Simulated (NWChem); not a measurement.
Everything below was run with NWChem. System: 1,1,1,2-tetrafluoroethane (C$_{2}$H$_{2}$F$_{4}$), charge 0, spin multiplicity 1, at a geometry optimised with PBE0/def2-SVP. Level: PBE/def2-TZVP.

The NWChem input:

```
start mol
memory heap 200 mb stack 900 mb global 1100 mb
geometry units angstroms nocenter noautoz
  F      1.061065    -1.628904     0.000000
  C     -0.210460    -1.154837     0.000000
  C     -0.197195     0.358619     0.000000
  F      0.416433     0.843774     1.075931
  F      0.416433     0.843774    -1.075931
  F     -1.456187     0.804860     0.000000
  H     -0.746882    -1.497109     0.899390
  H     -0.746882    -1.497109    -0.899390
  symmetry group Cs
end
basis spherical
  * library def2-tzvp
end
dft
  xc xpbe96 cpbe96
  semidirect memsize 60000000 filesize 0
  iterations 100
end
task dft energy
```

Output (cleaned and shortened):

```
             Northwest Computational Chemistry Package (NWChem) 7.3.0
             --------------------------------------------------------

                                NWChem Input Module
                                -------------------

 Scaling coordinates for geometry "geometry" by  1.889725989
 (inverse scale =  0.529177249)

 Turning off AUTOSYM since
 SYMMETRY directive was detected!

                             Geometry "geometry" -> ""
                             -------------------------

 Output coordinates in angstroms (scale by  1.889725989 to convert to a.u.)

  No.       Tag          Charge          X              Y              Z
 ---- ---------------- ---------- -------------- -------------- --------------
    1 F                    9.0000     1.06106500    -1.62890400     0.00000000
    2 C                    6.0000    -0.21046000    -1.15483700     0.00000000
    3 C                    6.0000    -0.19719500     0.35861900     0.00000000
    4 F                    9.0000     0.41643300     0.84377400     1.07593100
    5 F                    9.0000     0.41643300     0.84377400    -1.07593100
    6 F                    9.0000    -1.45618700     0.80486000     0.00000000
    7 H                    1.0000    -0.74688200    -1.49710900     0.89939000
    8 H                    1.0000    -0.74688200    -1.49710900    -0.89939000

 Effective nuclear repulsion energy (a.u.)     273.4794651002

            Nuclear Dipole moment (a.u.)
            ----------------------------
        X                 Y               Z
 ---------------- ---------------- ----------------
     0.0000037795     0.0000188973     0.0000000000

      Symmetry information
      --------------------

 Group name             Cs
 Group number              2
 Group order               2
 No. of unique centers     6

      Symmetry unique atoms

     1    2    3    4    6    7


 Summary of "ao basis" -> "" (spherical)
 ------------------------------------------------------------------------------
       Tag                 Description            Shells   Functions and Types
 ---------------- ------------------------------  ------  ---------------------
 *                         def2-tzvp                  on all atoms

  pbe96 is a nonlocal functional; adding pw91lda local functional.

                                 NWChem DFT Module
                                 -----------------

 Summary of "ao basis" -> "ao basis" (spherical)
 ------------------------------------------------------------------------------
       Tag                 Description            Shells   Functions and Types
 ---------------- ------------------------------  ------  ---------------------
 F                         def2-tzvp                11       31   5s3p2d1f
 C                         def2-tzvp                11       31   5s3p2d1f
 H                         def2-tzvp                 4        6   3s1p

 Summary of "ao basis" -> "ao basis" (spherical)
 ------------------------------------------------------------------------------
       Tag                 Description            Shells   Functions and Types
 ---------------- ------------------------------  ------  ---------------------
 F                         def2-tzvp                11       31   5s3p2d1f
 C                         def2-tzvp                11       31   5s3p2d1f
 H                         def2-tzvp                 4        6   3s1p

      Symmetry analysis of basis
      --------------------------

        a'        121
        a"         77

            General Information
            -------------------
          SCF calculation type: DFT
          Wavefunction type:  closed shell.
          No. of atoms     :     8
          No. of electrons :    50
           Alpha electrons :    25
            Beta electrons :    25
          Charge           :     0
          Spin multiplicity:     1
          Use of symmetry is: on ; symmetry adaption is: on
          Maximum number of iterations: 100
          AO basis - number of functions:   198
                     number of shells:    74
          Convergence on energy requested:  1.00D-06
          Convergence on density requested:  1.00D-05
          Convergence on gradient requested:  5.00D-04

              XC Information
              --------------
          PerdewBurkeErnzerhof Exchange Functional  1.000
            Perdew 1991 LDA Correlation Functional  1.000 local
           PerdewBurkeErnz. Correlation Functional  1.000 non-local

             Grid Information
             ----------------
          Grid used for XC integration:  medium
          Radial quadrature: Mura-Knowles
          Angular quadrature: Lebedev.
          Tag              B.-S. Rad. Rad. Pts. Rad. Cut. Ang. Pts.
          ---              ---------- --------- --------- ---------
          F                   0.50       49          10.0       434
          C                   0.70       49           8.0       434
          H                   0.35       45           8.0       434
          Grid pruning is: on
          Number of quadrature shells:   290
          Spatial weights used:  Erf1

          Convergence Information
          -----------------------
          Convergence aids based upon iterative change in
          total energy or number of iterations.
          Levelshifting, if invoked, occurs when the
          HOMO/LUMO gap drops below (HL_TOL):  1.00D-02
          DIIS, if invoked, will attempt to extrapolate
          using up to (NFOCK): 10 stored Fock matrices.

                    Damping( 0%)  Levelshifting(0.5)       DIIS
                  --------------- ------------------- ---------------
          dE  on:    start            ASAP                start
          dE off:    2 iters        100 iters           100 iters

      Screening Tolerance Information
      -------------------------------
          Density screening/tol_rho:  1.00D-10
          AO Gaussian exp screening on grid/accAOfunc:  14
          CD Gaussian exp screening on grid/accCDfunc:  20
          XC Gaussian exp screening on grid/accXCfunc:  20
          Schwarz screening/accCoul:  1.00D-08

      Superposition of Atomic Density Guess
      -------------------------------------

 Sum of atomic energies:        -474.01458828

      Non-variational initial energy
      ------------------------------

 Total energy =    -476.030020
 1-e energy   =   -1203.494405
 2-e energy   =     453.984920
 HOMO         =      -0.396523
 LUMO         =       0.095366

      Symmetry analysis of molecular orbitals - initial
      -------------------------------------------------

  Numbering of irreducible representations:

     1 a'          2 a"

  Orbital symmetries:

     1 a'          2 a"          3 a'          4 a'          5 a'
     6 a'          7 a'          8 a'          9 a"         10 a'
    11 a'         12 a'         13 a'         14 a"         15 a'
    16 a'         17 a"         18 a'         19 a"         20 a'
    21 a"         22 a'         23 a"         24 a"         25 a'
    26 a'         27 a'         28 a'         29 a"         30 a'
    31 a"         32 a'         33 a'         34 a'         35 a"

------------------------------------------------------------
EAF file 0: "./mol.aoints.0" size=524288 bytes
------------------------------------------------------------
               write      read    awrite     aread      wait
               -----      ----    ------     -----      ----
     calls:        1         0         0         0         0
   data(b): 5.24e+05  0.00e+00  0.00e+00  0.00e+00
   time(s): 0.00e+00  0.00e+00  0.00e+00  0.00e+00  0.00e+00
rate(mb/s): 0.00e+00  0.00e+00
------------------------------------------------------------

   convergence    iter        energy       DeltaE   RMS-Dens  Diis-err    time
 ---------------- ----- ----------------- --------- --------- ---------  ------
 d= 0,ls=0.0,diis     1   -476.2931877129 -7.50D+02  1.61D-02  2.83D+00    10.9
 d= 0,ls=0.0,diis     2   -475.8144345710  4.79D-01  5.06D-03  9.07D+00    13.4
 d= 0,ls=0.0,diis     3   -476.5211839982 -7.07D-01  9.56D-04  1.17D-01    15.7
 d= 0,ls=0.0,diis     4   -476.5249880512 -3.80D-03  6.02D-04  4.58D-02    18.0
 d= 0,ls=0.0,diis     5   -476.5281186557 -3.13D-03  1.41D-04  4.19D-03    20.5
  Resetting Diis
 d= 0,ls=0.0,diis     6   -476.5284237437 -3.05D-04  3.98D-05  1.52D-04    23.0
 d= 0,ls=0.0,diis     7   -476.5284371057 -1.34D-05  1.55D-05  9.49D-06    25.4
 d= 0,ls=0.0,diis     8   -476.5284356619  1.44D-06  9.95D-06  3.05D-05    27.9
 d= 0,ls=0.0,diis     9   -476.5284378095 -2.15D-06  1.88D-06  2.81D-07    30.3
 d= 0,ls=0.0,diis    10   -476.5284378346 -2.51D-08  2.76D-07  1.55D-08    32.8

         Total DFT energy =     -476.528437834608
      One electron energy =    -1204.533571258784
           Coulomb energy =      507.537949916845
    Exchange-Corr. energy =      -53.012281592831
 Nuclear repulsion energy =      273.479465100161

 Numeric. integr. density =       49.999997724528

     Total iterative time =     31.1s

                  Occupations of the irreducible representations
                  ----------------------------------------------

                     irrep           alpha         beta
                     --------     --------     --------
                     a'               17.0         17.0
                     a"                8.0          8.0

                       DFT Final Molecular Orbital Analysis
                       ------------------------------------

 Vector   23  Occ=2.000000D+00  E=-3.609585D-01  Symmetry=a"
              MO Center= -1.7D-01,  8.2D-01,  1.2D-13, r^2= 2.0D+00
   Bfn.  Coefficient  Atom+Function         Bfn.  Coefficient  Atom+Function
  ----- ------------  ---------------      ----- ------------  ---------------
   163      0.301938  6 F  pz                99      0.270224  4 F  px
   130     -0.270224  5 F  px               166      0.243663  6 F  pz
   102      0.217910  4 F  px               133     -0.217910  5 F  px
   169      0.163867  6 F  pz               101     -0.162196  4 F  pz
   132     -0.162196  5 F  pz               105      0.145383  4 F  px

 Vector   24  Occ=2.000000D+00  E=-3.228159D-01  Symmetry=a"
              MO Center=  3.7D-01, -1.4D+00,  5.0D-15, r^2= 1.7D+00
   Bfn.  Coefficient  Atom+Function         Bfn.  Coefficient  Atom+Function
  ----- ------------  ---------------      ----- ------------  ---------------
     8      0.404744  1 F  pz                11      0.322414  1 F  pz
    14      0.230819  1 F  pz                39     -0.200530  2 C  pz
   188     -0.180493  7 H  s                194      0.180493  8 H  s
    42     -0.143407  2 C  pz               189     -0.132057  7 H  s
   195      0.132057  8 H  s                187     -0.108394  7 H  s

 Vector   25  Occ=2.000000D+00  E=-3.160676D-01  Symmetry=a'
              MO Center=  2.3D-01, -6.9D-01, -2.2D-15, r^2= 2.6D+00
   Bfn.  Coefficient  Atom+Function         Bfn.  Coefficient  Atom+Function
  ----- ------------  ---------------      ----- ------------  ---------------
     7      0.320153  1 F  py                10      0.255069  1 F  py
    38     -0.203091  2 C  py                69      0.195813  3 C  py
    13      0.188114  1 F  py                66     -0.175088  3 C  s
    41     -0.163021  2 C  py               162     -0.159260  6 F  py
   100     -0.155649  4 F  py               131     -0.155649  5 F  py

 Vector   26  Occ=0.000000D+00  E= 9.131009D-03  Symmetry=a'
              MO Center= -5.8D-02, -1.1D+00,  5.3D-14, r^2= 3.5D+00
   Bfn.  Coefficient  Atom+Function         Bfn.  Coefficient  Atom+Function
  ----- ------------  ---------------      ----- ------------  ---------------
    36      1.879258  2 C  s                 67     -1.087589  3 C  s
   189     -1.001378  7 H  s                195     -1.001378  8 H  s
    43     -0.967879  2 C  px                 5      0.563925  1 F  s
    44      0.512968  2 C  py                40     -0.288698  2 C  px
    75      0.260412  3 C  py                37     -0.251323  2 C  px

 Vector   27  Occ=0.000000D+00  E= 3.203203D-02  Symmetry=a'
              MO Center= -9.5D-01, -1.1D+00,  7.6D-14, r^2= 4.4D+00
   Bfn.  Coefficient  Atom+Function         Bfn.  Coefficient  Atom+Function
  ----- ------------  ---------------      ----- ------------  ---------------
    36      3.178819  2 C  s                189     -1.688608  7 H  s
   195     -1.688608  8 H  s                 67     -1.330226  3 C  s
   160      0.537920  6 F  s                  5     -0.486731  1 F  s
    74      0.347139  3 C  px                43     -0.341421  2 C  px
    35      0.252457  2 C  s                 44     -0.234094  2 C  py

 Vector   28  Occ=0.000000D+00  E= 5.413850D-02  Symmetry=a"
              MO Center= -7.2D-01, -1.2D+00, -9.7D-14, r^2= 4.0D+00
   Bfn.  Coefficient  Atom+Function         Bfn.  Coefficient  Atom+Function
  ----- ------------  ---------------      ----- ------------  ---------------
   189      1.764096  7 H  s                195     -1.764096  8 H  s
    45     -1.061737  2 C  pz                73     -0.264153  3 C  pz
    39     -0.254637  2 C  pz                70     -0.223615  3 C  pz
    42     -0.160851  2 C  pz                98      0.159885  4 F  s
   129     -0.159885  5 F  s                 14      0.147616  1 F  pz

------------------------------------------------------------
EAF file 0: "./mol.aoints.0" size=524288 bytes
------------------------------------------------------------
               write      read    awrite     aread      wait
               -----      ----    ------     -----      ----
     calls:        1         9         0         0         0
   data(b): 5.24e+05  4.72e+06  0.00e+00  0.00e+00
   time(s): 0.00e+00  0.00e+00  0.00e+00  0.00e+00  0.00e+00
rate(mb/s): 0.00e+00  0.00e+00
------------------------------------------------------------

 center of mass
 --------------
 x =   0.03555184 y =   0.07100521 z =   0.00000000

 moments of inertia (a.u.)
 ------------------
         561.748231219591         133.922584447195           0.000000000000
         133.922584447195         414.127664187451           0.000000000000
           0.000000000000           0.000000000000         650.076233006358

     Multipole analysis of the density
     ---------------------------------

     L   x y z        total         alpha         beta         nuclear
     -   - - -        -----         -----         ----         -------
     0   0 0 0     -0.000000    -25.000000    -25.000000     50.000000

     1   1 0 0     -0.525269     -0.262637     -0.262637      0.000004
     1   0 1 0     -0.475881     -0.237950     -0.237950      0.000019
     1   0 0 1      0.000000      0.000000      0.000000      0.000000

     2   2 0 0    -24.893006    -73.071199    -73.071199    121.249392
     2   1 1 0      2.017579     30.485316     30.485316    -58.953054
     2   1 0 1      0.000000      0.000000      0.000000      0.000000
     2   0 2 0    -23.883495   -111.541481   -111.541481    199.199467
     2   0 1 1     -0.000000     -0.000000     -0.000000      0.000000
     2   0 0 2    -23.639167    -51.913887    -51.913887     80.188606

 Task  times  cpu:       32.9s     wall:       32.9s

 Total times  cpu:       32.9s     wall:       32.9s
```
